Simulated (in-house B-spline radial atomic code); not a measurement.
How numerical settings move a run on Co, [Ar] 3d7 4s2. Computed with an all-electron radial atomic-structure program (B-spline basis): non-relativistic AM05, spherical fractional occupations, point nucleus.

Command:
```bash
python run_scf.py task.json out
```
Settings of the sound reference run:
```
Z                27
electrons        27
configuration    [Ar] 3d7 4s2
hamiltonian      nr
method           am05
spin_polarised   False
knot_spacing     0.22
spline_order     8
gauss_points     12
box_radius       50
max_iterations   70
damping          0.5
damped_steps     3
diis_vectors     10
tolerance        1e-08
start            Thomas-Fermi
```

Time taken, with all properties: 0.24 s on 1 thread of Intel(R) Xeon(R) Platinum 8259CL CPU @ 2.50GHz, with other jobs on the host.

It converges in 10 iterations to -1380.228314 hartree, with 4s at -5.32192 eV. The other runs change the listed settings, some to values that make no sense; their results aren't properties of the atom or ion. Radii are in bohr (the nuclear one in fm), a minus after a letter asks for a j subshell, and «unchanged» means within 1e-8 hartree. The run stops when the residual is below 10 × tolerance × max(1, Z/10), or a noise floor if that is larger, and the energy moves by less than 1e-8 × √|E| hartree; so very loose and very tight tolerances often act alike.

| changed settings | outcome |
| --- | --- |
| spline_order = 7 | converged in 10 iterations, energy +1.19e-07 hartree from the reference |
| gauss_points = 3, max_iterations = 60, damping = 0.95, diis_vectors = 2, start = bare nucleus | not converged after 60 iterations, last residual 8.6e-02, last energy -2.99e+05 hartree from the reference |
| damped_steps = 8 | converged in 14 iterations, energy unchanged, 4s level +2.5e-06 eV |
| damped_steps = 30 | converged in 25 iterations, energy unchanged, 4s level -3.0e-06 eV |
| damped_steps = 1 | converged in 10 iterations, energy unchanged, 4s level +1.2e-05 eV |
| tolerance = 1e-13 | converged in 11 iterations, energy unchanged, 4s level +1.9e-06 eV |
| box_radius = 10, max_iterations = 75, tolerance = 1e-10 | converged in 11 iterations, energy +2.47e-04 hartree from the reference, 4s level +1.9e-02 eV (the program warns: 4s reaches the box edge; 3d reaches the box edge) |
| electrons = 28, configuration = [Ar] 3d7 4s2 5p-1, max_iterations = 50 | stopped with error: j subshells need the Dirac Hamiltonian and l > 0 |
| spline_order = 3 | converged in 10 iterations, energy +3.05e-02 hartree from the reference, 4s level +2.2e-03 eV |
| spline_order = 5, max_iterations = 12, diis_vectors = 4 | converged in 10 iterations, energy +1.42e-05 hartree from the reference, 4s level +1.0e-05 eV |
| damped_steps = 0 | converged in 9 iterations, energy unchanged, 4s level -1.8e-06 eV |
| hamiltonian = dirac, method = hf, nucleus = fermi, rms_radius = 3.7875, mass_number = 59, atomic_mass = 58.93319, speed_of_light = 13.49805 | stopped with error: Z/c is past the critical charge |
| tolerance = 1e-06 | converged in 9 iterations, energy unchanged, 4s level +2.9e-04 eV |

**Question.** What happens with electrons = 35, configuration = [Ar] 3d7 4s2 6s2 6p6, max_iterations = 50?

**Answer.** Converged in 16 iterations to -1379.3353 hartree, a different physical problem (warning: 4s has a positive eigenvalue: unbound, held by the box).

**Question.** What happens with spline_order = 5, box_radius = 100, max_iterations = 100, damping = 0.2, start = bare nucleus?

**Answer.** Converged in 13 iterations, energy +1.42e-05 hartree from the reference, 4s level +3.5e-06 eV.

**Question.** What happens with max_iterations = 50, damping = 0, damped_steps = 30, diis_vectors = 2?

**Answer.** Converged in 48 iterations, energy unchanged, 4s level -8.4e-07 eV.

**Question.** What happens with spline_order = 4?

**Answer.** Converged in 10 iterations, energy +4.66e-04 hartree from the reference, 4s level +4.0e-05 eV.
